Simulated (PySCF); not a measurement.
**Identify the compound**

The spectra below were simulated for a compound C₅H₉NO₂Si.

1H NMR (300 MHz, computed): δ 5.08 (d, 1H), 3.95 (s, 3H), 1.61 (br s, 1H), 1.39 (m, 1H), 1.14 (m, 1H), 0.97 (m, 1H), 0.25 (m, 1H).

13C{1H} NMR (computed): δ 127.6 (C), 51.3 (CH3), 12.6 (CH2), 10.2 (CH), -1.4 (CH).

- geometry from GFN2-xTB
- NMR shieldings at PBE0/pcSseg-1/GIAO
- program: PySCF 2.14.0 with density-fitted response routines
- equivalent nuclei averaged, one conformer, no solvent, relativity neglected

Chemical shifts δ = σref − σ; 1H (σref 31.72), 13C (σref 186.93) vs TMS, all at this level.

Q: Which candidate is it?
A. CO[Si@H](O)n1cccc1
B. C#C[C@H](C)NC(=O)[SiH2]O
C. CO[Si@@H](O)[C@H]1C[C@@H]1C#N

A: C. 

- The formula gives 3 degrees of unsaturation (1 ring in the answer).
- 5 carbon signals for 5 carbons: no two carbons are equivalent.
- Carbon types of the structure: 1 × C, 2 × CH, 1 × CH2, 1 × CH3, leaving 2 H on heteroatoms.
- δC 127.6: nitrile carbon; typical of a nitrile.
- δC 12.6, 10.2, -1.4: three-membered-ring carbon; carbons of three-membered rings are unusually shielded.
- δH 3.95: hydrogen on a methyl carbon bonded to O; its carbon carries O, an electronegative neighbour.
- δH 1.61: hydrogen on an oxygen bonded to Si; exchangeable; this is the value without hydrogen bonding to other molecules.
- δH 1.39, 1.14, 0.97, 0.25: hydrogen on a three-membered-ring carbon; cyclopropane-type protons are shielded by the ring.

The others: CO[Si@H](O)n1cccc1 would give 3 carbon signals, not 5; C#C[C@H](C)NC(=O)[SiH2]O would give 5 signals for carbon-bound and other non-exchanging H, not 6.

The OH or NH signal is concentration- and solvent-dependent in practice; the value given is the gas-phase one. Shifts are as computed. Against solution values, carbons near 30 ppm lie about +3 ppm off and those near 130 ppm about +5 ppm. Of 1309 compounds with measured shifts, 239 miss one by over three times the rms of a fit or turn the order of signals round; such compounds aren't used in these exercises. No couplings were computed; multiplicities are counted from neighbouring protons, with m where these are inequivalent, close in shift, in a saturated or five-membered ring or joined by F or P, and br s for small geminal =CH2 splittings.
